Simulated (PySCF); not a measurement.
Species: C6H6ClN.
Z-matrix (Å and degrees, PBE0-D3(BJ)/def2-TZVP geometry), rows numbered from 1:
```
N 
C   1  1.3757
C   2  1.3979  1  121.29
C   3  1.3818  2  121.30  1   177.26
C   4  1.3880  3  120.60  2    -0.03
C   5  1.3849  4  119.13  3     0.20
C   6  1.3831  5  120.07  4    -0.18
Cl  7  1.7337  2  118.79  1     3.22
H   1  1.0056  2  115.82  3    24.25
H   1  1.0070  2  115.71  3   161.61
H   3  1.0850  2  118.59  1    -2.35
H   4  1.0837  3  119.30  2  -179.99
H   5  1.0825  4  120.84  3  -179.98
H   6  1.0829  5  121.01  4   179.68
```

Computed with PySCF at wB97X-D/pcSseg-2, non-relativistic, on one gas-phase PBE0-D3(BJ)/def2-TZVP geometry that isn't relaxed in the solvent. The solvent is an IEF-PCM continuum (cavity from Bondi-type radii × 1.2). Only the electrostatic response of the medium enters.

Gas phase at wB97X-D/pcSseg-2: HOMO -7.90 eV, LUMO 1.32 eV, dipole 1.85 D.

Q: What does the continuum do to the energy, the frontier levels and the dipole at wB97X-D/pcSseg-2 in chloroform?

A: 
| solvent | ε | E(solvent) − E(gas) (kJ/mol) | polarisation term (kJ/mol) | distortion of the solute (kJ/mol) | HOMO (eV) | LUMO (eV) | dipole (D) |
| --- | --- | --- | --- | --- | --- | --- | --- |
| chloroform | 4.711 | -16.45 | -18.15 | 1.70 | -7.86 | 1.33 | 2.30 |

The polarisation term is half the interaction of the solute with the surface charges that it induces; the rest is the cost of distorting the solute's density. The sum is the electrostatic part of solvation alone.

Q: Which radius a makes the point-dipole formula ΔE = −[(ε − 1)/(2ε + 1)]·μ²/a³ give the value in chloroform, with the gas-phase dipole?

A: μ = 0.727 au and |ΔE| = 0.00627 Eh give a = 1.64 Å; the farthest nucleus lies 2.99 Å from the centroid of the nuclei, so such a sphere wouldn't even hold the nuclei. The formula assumes a rigid point dipole at the centre of a sphere.

wB97X-D is run here without its empirical dispersion term; that term would change no orbital, density or response property at a fixed geometry.
